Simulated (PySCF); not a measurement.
Gas-phase reaction: 2 MgBr = 2 Mg + Br2

Energies from PySCF (xtb for GFN2), thermal terms from the rigid-rotor harmonic-oscillator model, ideal gas at 1 bar. The comparison is the NASA 1993 polynomial table, which mixes measured and estimated data. † marks an energy on the PBE0/def2-TZVP geometry and frequencies; other levels use their own. MP2 and CCSD(T) freeze the core. 6-31G* has spherical d functions here. Open shells (unrestricted): MgBr (multiplicity 2); the rest are closed-shell singlets. GFN2 has no spin-polarisation term. B3LYP is the form with VWN-RPA correlation. For Mg the outer core is correlated in a valence basis, which is rough. Br: all electrons, no relativistic terms. For this reaction the table lies outside the span of B3LYP, CCSD(T), M06-2X, MP2, PBE0, r2SCAN, ωB97M-V, ωB97X-V in their largest bases here; which side is off was not settled. MP2 isn't extrapolated to the basis-set limit; its ΔH°(298 K) is 392.2 kJ in def2-SVP and 367.1 kJ in def2-TZVPP. CCSD(T) isn't extrapolated to the basis-set limit; its ΔH°(298 K) is 331.2 kJ in def2-SVP and 321.5 kJ in def2-TZVPP. The harmonic model lacks anharmonicity and excited electronic states, which grow with temperature; levels with a mode under 35 cm⁻¹ are left out. The table's entry may be an old estimate for MgBr (not checked at source).

| level | ΔH°(298 K), kJ | minus table | ΔG°(2000 K), kJ |
|---|---|---|---|
| table | 395.8 | - | 280.1 |
| B3LYP/6-31G* | 319.5 | -76.3 | 204.3 |
| BLYP/def2-TZVP† | 291.7 | -104.1 | 176.7 |
| CCSD(T)/def2-SVP† | 331.2 | -64.6 | 216.2 |
| CCSD(T)/def2-TZVPP† | 321.5 | -74.3 | 206.5 |
| GFN2-xTB | 536.2 | 140.4 | 424.8 |
| M06-2X/def2-TZVP† | 337.1 | -58.7 | 222.1 |
| MP2/def2-TZVPP† | 367.1 | -28.7 | 252.1 |
| PBE/def2-TZVP† | 315.8 | -80.0 | 200.8 |
| ωB97X-V/def2-TZVP† | 342.1 | -53.7 | 227.1 |
